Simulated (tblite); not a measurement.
Write a Z-matrix for `FC(F)(Cl)[C@@H]1CCO1` as optimised with GFN2-xTB.

Z-matrix in Å and degrees, rows numbered from 1:
```
F 
C   1  1.3426
F   2  1.3511  1  105.69
Cl  2  1.7758  1  108.52  3  -116.26
C   2  1.5310  1  111.85  3   119.34
C   5  1.5314  2  114.54  1  -179.47
C   6  1.5328  5   84.52  2  -115.18
O   5  1.4156  2  113.12  1    77.00
H   5  1.0975  2  107.23  1   -47.68
H   6  1.0863  5  114.72  2     0.47
H   6  1.0856  5  114.58  2   129.34
H   7  1.0915  6  115.69  5   113.21
H   7  1.0914  6  115.92  5  -115.66
```

All 3 C–C bonds measure 1.531 to 1.533 Å. The C–O distances run from 1.416 Å (C5–O8, drawn single) to 1.436 Å (C7–O8, drawn single), a spread of 0.020 Å. O8 (cyclic ether oxygen) is bent (angle 92.5°). The 4-membered ring C5–C6–C7–O8 has internal angles of 84.5° to 92.5°; it is planar, 0.01 Å rms from its mean plane, widest ring torsion 1°.

The geometry is computed with GFN2-xTB (gas phase).

Point group: C1 (no symmetry element, even within 0.4 Å). Its GFN2-xTB frequencies are all real (lowest 56 cm⁻¹). One conformer, not necessarily the lowest (F1–C2–C5–C6 -179°). 3 starts were optimised and ended at 0.00, 0.23 and 0.24 kcal/mol (GFN2-xTB); the lowest of these is shown.
